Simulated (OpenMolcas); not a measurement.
**Br5+: effect of the level shift or regulariser**

```json
{"Program": "OpenMolcas 26.06", "Basis": "ANO-RCC-VQZP [7s6p4d2f1g]", "Scalar Hamiltonian": "DKH2, point nucleus", "Active space": "2 electrons in 4 orbitals (4s 4p)", "State averaging": "2S+1 = 3 even, 3 roots; 2S+1 = 1 even, 7 roots; 2S+1 = 3 odd, 3 roots; 2S+1 = 1 odd, 3 roots", "Spin-orbit coupling": "state interaction with AMFI integrals over the reference wave functions, term energies averaged over their components"}
```

Methods on the same reference wave functions:
A. CASSCF
B. MS-CASPT2, IPEA 0.25 Eh, imaginary shift 0.1 Eh (closed shells correlated: 3d)
C. MS-CASPT2, IPEA 0.25 Eh, imaginary shift 0.3 Eh (closed shells correlated: 3d)

Energies in cm-1 above 4s2 1S0, the measured ground level; measured values from Moore, Atomic Energy Levels, vol. II, NSRDS-NBS 35 (1971 reprint of NBS Circular 467, 1952).

| Level | A | B | C | Measured |
| --- | --- | --- | --- | --- |
| 4s2 1S0 | 0.0 | 0.0 | 0.0 | 0.0 |
| 4s 4p 3P* 0 | 100798 | 101571 | 101571 | 104316 |
| 4s 4p 3P* 1 | 102745 | 103493 | 103492 | 106431 |
| 4s 4p 3P* 2 | 107032 | 107805 | 107805 | 111336 |
| 4s 4p 1P* 1 | 162013 | 153191 | 153194 | 151274 |
| 4p2 3P0 | 242524 | 242615 | 242614 | 244136 |
| 4p2 3P1 | 245159 | 245400 | 245399 | 247406 |
| 4p2 3P2 [62 %] | 248634 | 247222 | 247292 | 253892 |
| 4p2 1D2 [62 %] | 263323 | 253116 | 253236 |  |
| 4p2 1S0 | 295143 | 285367 | 285369 |  |

Deviations, from unrounded energies. A percentage is the sum of absolute deviations over the sum of measured energies, with the sign that they share, or ± where signs differ.

```csv
Against measurement,Levels,A,B,C
mean absolute deviation (cm-1),7,4500,3000,3000
other configurations (%),7,±2.6,±1.7,±1.7
```

B, C lie about equally close to measurement and A furthest from it. The largest miss of C in the table is 4p2 3P2 [62 %], by -6600 cm-1. The ranking rests on the paired levels alone, and a cruder setting can come out closer through cancelling errors.

Between B and C the level of the table that moves most is 4p2 1D2 [62 %], by 120 cm-1 (lowest in B, highest in C).

The lowest spin-free term lies below A's lowest term by 0.073 hartree in B, 0.073 hartree in C.

Over all roots computed the reference weight is 0.94 to 0.99 in B; the roots of lowest weight are the least certain, and an intruder state may touch them. The ¹D term of p² mixes with s d, which this space lacks. Measured partners are found by configuration, term and J. A level has none where our copy of the source lacks it or the pairing is in doubt (some pairs that miss far off the trend of their configuration count as doubtful), and it then counts in no deviation. Levels of configurations outside the active space are missing.

A share in square brackets marks a mixed level and gives the weight of the term that names it, the lowest over the columns. * marks odd parity.
